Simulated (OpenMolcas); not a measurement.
**Cr2+: effect of the active space**

* Program: OpenMolcas 26.06
* Method: SS-CASPT2 or its RAS form, IPEA 0.25 Eh, imaginary shift 0.1 Eh
* Basis: ANO-RCC-VQZP
* Scalar Hamiltonian: DKH2, point nucleus
* Spin-orbit coupling: RASSI with atomic mean-field integrals over the reference wave functions, term energies averaged over their components

A. 4 electrons in 5 orbitals (3d); 2S+1 = 5 even, 5 roots; 2S+1 = 3 even, 45 roots; 2S+1 = 1 even, 50 roots; closed shells correlated: 3s 3p; CASPT2 step of the order of 50 core-seconds
B. 4 electrons in 6 orbitals (3d 4s); 2S+1 = 5 even, 15 roots; 2S+1 = 3 even, 90 roots kept (CI in the orbitals of an earlier block); 2S+1 = 1 even, 84 roots kept (CI in the orbitals of an earlier block); closed shells correlated: 3s 3p; CASPT2 step about 100 core-seconds
C. 10 electrons in 8 orbitals (RAS1 3p, at most 2 holes; RAS2 3d); 2S+1 = 5 even, 5 roots; 2S+1 = 3 even, 45 roots; 2S+1 = 1 even, 44 roots; closed shells correlated: 3s; CASPT2 step of the order of 2 core-minutes
D. 4 electrons in 10 orbitals (3d 4d); 2S+1 = 5 even, 5 roots; 2S+1 = 3 even, 45 roots; 2S+1 = 1 even, 44 roots; closed shells correlated: 3s 3p; CASPT2 step roughly 17 core-minutes

Energies in cm⁻¹ above 3d⁴ ⁵D₀, the measured ground level; measured values from Sugar and Corliss, J. Phys. Chem. Ref. Data 6, 317 (1977).

```tsv
Level	A	B	C	D	Measured
3d⁴ ⁵D₀	0.0	0.0	0.0	0.0	0.0
3d⁴ ⁵D₁	67.2	72.0	69.9	68.4	62.2
3d⁴ ⁵D₂	199	213	207	202	183
3d⁴ ⁵D₃	389	416	405	398	357
3d⁴ ⁵D₄	633	676	659	648	576
3d⁴ ³P₀(1)	16310	16420	16680	16770	16771
3d⁴ ³P₁(1)	16710	16860	17100	17180	17169
3d⁴ ³H₄	17000	17180	17060	17340	17274
3d⁴ ³H₅	17140	17340	17200	17500	17397
3d⁴ ³H₆	17300	17510	17370	17670	17531
3d⁴ ³P₂(1)	17420	17630	17840	17900	17851
3d⁴ ³F₂(1)	18210	18390	18490	18620	18452
3d⁴ ³F₃(1)	18270	18450	18560	18690	18511
3d⁴ ³F₄(1)	18350	18530	18650	18780	18583
3d⁴ ³G₃	20670	20560	20870	20960	20704
3d⁴ ³G₄	20840	20740	21050	21140	20853
3d⁴ ³G₅	21000	20910	21210	21320	20996
3d⁴ ¹G₄(1)	25350	25140	25580	25940	25139
3d⁴ ¹I₆	25690	25820	25640	26390	26015
3d⁴ ³D₃	25880	25410	26360	26190	25726
3d⁴ ³D₂	25940	25470	26410	26240	25781
3d⁴ ³D₁	26000	25540	26470	26290	25848
3d⁴ ¹F₃	36960	36540	37290	37650	37005
3d⁴ ³F₄(2)	44060	43220	43990	44410	43287
```

Deviations, from unrounded energies. A percentage is the sum of absolute deviations over the sum of measured energies, with the sign that they share, or ± where signs differ.

| Against measurement | Levels | A | B | C | D |
| --- | --- | --- | --- | --- | --- |
| mean absolute deviation (cm-1) | 23 | 210 | 150 | 230 | 270 |
| fine structure of the ground term (%) | 4 | +9.4 | +16.9 | +13.8 | +11.8 |
| other terms of the ground configuration (%) | 19 | ±1.1 | ±0.7 | ±1.2 | +1.4 |

B lies closest to measurement on these levels and D furthest from it. The largest miss of B in the table is 3d⁴ ¹F₃, by -460 cm-1. The ranking rests on the paired levels alone, and a cruder setting can come out closer through cancelling errors.

The spin-orbit steps hold different terms of 3d⁴ (B lacks a ¹S; C lacks a ¹D, a ¹S; D lacks a ¹D, a ¹S), which shifts levels as well.

The two smallest mean deviations differ by little beside CASPT2's spread within terms, so their order carries little weight.

Among A to D the level of the table that moves most is 3d⁴ ³F₄(2), by 1200 cm-1 (lowest in B, highest in D). Moves below CASPT2's spread within the term are not significant.

CASPT2 breaks the degeneracy within a term, and the mean is taken; among the terms shown or strongly mixed into the levels shown the widest spread is 550 cm-1 (3d⁴ ³F(2), B). Over all roots computed the reference weight is 0.87 to 0.94 in B; the roots of lowest weight are the least certain, and an intruder state may touch them. The CASPT2 spread within a term exceeds the gap to the next term for 3d⁴ ¹I and 3d⁴ ³D, so the order of their levels is uncertain (figures for A; the like holds for B, C, D). Terms from blocks run as CI alone lack orbitals of their own (holds for B). Active for correlation alone: 3p; no level in the range computed is led by a configuration that opens it, so any true level of that kind is missing (holds for C). Active for correlation alone: 4d; no level in the range computed is led by a configuration that fills it, so any true level of that kind is missing (holds for D). Computed and measured levels are paired by configuration, term and J; levels that our copy of the source lacks, or whose pairing is in doubt (as where it misses far off the trend of its configuration), stay unpaired and out of the deviations. Only configurations of the active space appear. Levels that lie high or do not pair safely by name in every column are left out.

A number in round brackets counts repeated terms of one configuration in the order of the reference energies.
